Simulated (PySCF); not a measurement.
Level of theory: UB3LYP in PySCF with Au def2-SVP with ECP60, S def2-SVP, I def2-SVP with ECP28; scalar-relativistic core potentials, no spin–orbit coupling; density-fitted integrals.

```xyz
3
charge 0 multiplicity 3, angstrom
Au    0.0000    0.0000   -0.7193
S     0.0000    0.0000   -2.9463
I     0.0000    0.0000    1.8582
```

AuSI (triplet), along the line from Au1 (at 0) through S2 (at 2.227 Å). Core electrons replaced by a potential are absent, the electrostatic potential uses the reduced nuclear charge, and values within about 0.7 Å of such atoms have no physical meaning.

Problem. Tabulate the fields along this line at -0.78, 0.78, 0.89, 1.00, 1.11, 1.22, 1.34, 1.45, 1.56, 1.67, 1.78, 1.89, 2.00, 2.12, 2.34, 2.45, 2.56, 2.67, 2.78, 2.90, 3.01, 3.12, 3.23, 3.34, 3.45, 3.56 Å.

Solution. 
```
distance (Å)  electron density (e/Å³)  spin density (e/Å³)  electron localisation function  electrostatic potential (V)
       -0.78                     2.27              0.00916                           0.471                         39.6
        0.78                     2.33             -0.00148                           0.443                         39.6
        0.89                     1.35             -0.00709                           0.295                           26
        1.00                     0.94             -0.00971                           0.256                         18.7
        1.11                    0.818              -0.0102                           0.358                         15.3
        1.22                    0.859             -0.00916                           0.594                         15.1
        1.34                    0.999             -0.00637                           0.785                         18.2
        1.45                     1.19             -0.00181                            0.82                         25.5
        1.56                     1.36              0.00361                           0.609                         38.6
        1.67                     1.58              0.00722                           0.175                         60.9
        1.78                     2.72               0.0051                          0.0997                         98.7
        1.89                     10.5            -0.000856                           0.606                          171
        2.00                       49               0.0377                           0.864                          355
        2.12                      161                 0.19                           0.359                         1130
        2.34                      162                0.106                           0.364                         1130
        2.45                     49.3               0.0213                           0.865                          354
        2.56                     10.5             -0.00279                           0.593                          170
        2.67                      2.7              -0.0117                           0.101                         97.5
        2.78                     1.53              -0.0185                           0.186                         59.4
        2.90                     1.23              -0.0218                           0.644                         36.8
        3.01                     0.97              -0.0212                           0.883                           23
        3.12                    0.709              -0.0177                           0.923                         14.3
        3.23                    0.489              -0.0132                           0.921                         8.99
        3.34                    0.328             -0.00887                           0.903                         5.66
        3.45                    0.218              -0.0055                           0.869                         3.57
        3.56                    0.145             -0.00319                           0.816                         2.26
```

On a grid of 0.11 Å the density has a local minimum along the bond near 1.11 Å from Au, at 0.82 e/Å³, where the ELF is 0.36.

Other spin states or occupations of the open shell can lie lower. With an element this heavy the missing spin–orbit coupling can shift these numbers.
